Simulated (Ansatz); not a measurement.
All values below come from frozen-core CCSD(T)/def2-TZVPP // B3LYP-D3(BJ)/def2-TZVP (Ansatz, a first-principles code).

Ansatz 0.2 input:
```yaml
crystal:
  periodic: [false, false, false]
  atoms:
    - { symbol: C, position_ang: [-0.650129, -0.02319, -0.009497] }
    - { symbol: C, position_ang: [0.791849, 0.179547, 0.285487] }
    - { symbol: F, position_ang: [1.415759, 1.082192, -0.484177] }
    - { symbol: F, position_ang: [1.528961, -0.93799, 0.345905] }
    - { symbol: H, position_ang: [-0.777174, -0.457181, -1.00939] }
    - { symbol: H, position_ang: [-1.170788, 0.931822, 0.027954] }
    - { symbol: H, position_ang: [-1.084679, -0.69966, 0.724222] }
basis:
  gaussian: { orbitals: def2-TZVPP }
correlation:
  method: ccsd_t
magnetization:
  spin_polarized: true
  initial_magnetization: 1
```

Output:

```
Functional definition: HF
1038 factors; integrals over basis functions are off by at most 9.5e-4 eV
mean field evaluation 1: about -7519.3520 eV, gradient 2.4e1 eV
mean field evaluation 2: about -7519.3575 eV, gradient 2.4e1 eV
mean field evaluation 4: about -7522.1076 eV, gradient 3.3e0 eV
mean field evaluation 8: about -7522.2119 eV, gradient 2.2e-1 eV
mean field evaluation 16: about -7522.1901 eV, gradient 1.1e0 eV
mean field -7522.21278009 eV, -276.4362209294 hartree, gradient 3.2e-6 eV, S^2 0.756496; 0 other end points of the search recorded, 0 dependent functions left out
4 core orbitals not correlated
reference -7522.21278009 eV, -276.4362209294 hartree; 13, 12 occupied and 149, 150 virtual orbitals, 1038 factors
second order -21.91072683 eV of doubles, -0.00000000 eV of singles
cycle   1  -21.93652094 eV  change   -2.6e-2 eV  update   9.6e-2
cycle   2  -22.40074078 eV  change   -4.6e-1 eV  update   2.8e-2
cycle   3  -22.51895430 eV  change   -1.2e-1 eV  update   1.6e-2
cycle   4  -22.50987294 eV  change    9.1e-3 eV  update   4.9e-3
cycle   5  -22.50837453 eV  change    1.5e-3 eV  update   2.4e-3
cycle   6  -22.50974675 eV  change   -1.4e-3 eV  update   7.2e-4
cycle   7  -22.50968522 eV  change    6.2e-5 eV  update   2.9e-4
cycle   8  -22.50966099 eV  change    2.4e-5 eV  update   1.0e-4
cycle   9  -22.50969660 eV  change   -3.6e-5 eV  update   4.7e-5
cycle  10  -22.50968000 eV  change    1.7e-5 eV  update   1.9e-5
perturbative correction -0.73766033 eV, -0.0271085171 hartree
Total energy: -7545.46012042 eV, -277.2905449289 hartree
```

Cost: roughly 4 core-minutes.
